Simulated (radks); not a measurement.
Q: All-electron atom: the neodymium ion Nd+ in [Xe] 4f4.25 6s0.75 (fractional occupations, a model configuration). Method: scalar-relativistic Kohn-Sham, SOGGA, spin-unpolarised, spherical densities, point nucleus; computed with a radial shooting solver on a logarithmic mesh with Libxc functionals. Some entries of the table are withheld. Estimate them.

orbital,occ.,eigenvalue (eV),<r^2> (bohr^2),r(max) (bohr)
1s,2,-43388.48,0.0007602,0.01510
2s,2,-7021.300,(1),0.08552
2p,6,-6277.781,0.009627,0.06893
3s,2,-1525.971,0.08110,0.2438
3p,6,-1291.508,0.08112,0.2388
3d,10,-966.0997,0.06882,0.1960
4s,2,-306.3809,0.4167,0.5652
4p,6,-229.6161,(2),0.5901
4d,10,-120.5315,0.5821,0.6189
5s,2,-45.1555,2.461,1.323
5p,6,-26.9319,(3),1.505
6s,0.75,-7.6861,18.86,3.590
4f,4.25,-6.0436,1.894,0.6658

A: 
(1) 2s <r^2> (bohr^2): 0.01204
(2) 4p <r^2> (bohr^2): 0.4712
(3) 5p <r^2> (bohr^2): 3.426
